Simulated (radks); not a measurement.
All-electron atom: Eu II in [Xe] 4f7 6s1. Method: Dirac Kohn-Sham, PBE, spin-unpolarised, spherical densities, finite nucleus; open shells fill j = l - 1/2 first; Fermi nuclear charge, rms radius 5.1115 fm; computed with a radial shooting solver on a logarithmic mesh with Libxc functionals.

Normalised radial functions P(r) = r R(r) (large component), r in bohr:

r,4d5/2,5s1/2,4f5/2
0.001479,0.0000,0.0562,0.0000
0.002333,0.0001,0.0792,0.0000
0.003681,0.0002,0.1077,0.0000
0.005854,0.0009,0.1377,0.0000
0.009237,0.0032,0.1559,0.0000
0.01469,0.0114,0.1376,0.0001
0.02318,0.0370,0.0503,0.0006
0.03686,0.1116,-0.1140,0.0031
0.05816,0.2846,-0.2460,0.0137
0.09176,0.5745,-0.1245,0.0537
0.1459,0.7809,0.2640,0.1782
0.2303,0.3803,0.2624,0.4488
0.3662,-0.7347,-0.3955,0.8264
0.5778,-1.3707,-0.3135,1.0297
0.9189,-0.8495,0.7260,0.8665
1.45,-0.2129,0.9336,0.5312
2.287,-0.0175,0.3582,0.2446
3.638,-0.0003,0.0413,0.0818
5.74,0.0000,0.0010,0.0176
9.129,0.0000,0.0000,0.0015

4d5/2: eigenvalue -138.42 eV, 1 radial node at r = 0.275 bohr, <r> = 0.659 bohr, 90 % of the charge inside 0.991 bohr. 5s1/2: eigenvalue -50.758 eV, 4 radial nodes at r = 0.0272, 0.108, 0.282, 0.671 bohr, <r> = 1.38 bohr, 90 % of the charge inside 1.99 bohr. 4f5/2: eigenvalue -9.056 eV, 0 radial nodes, <r> = 0.962 bohr, 90 % of the charge inside 1.70 bohr.
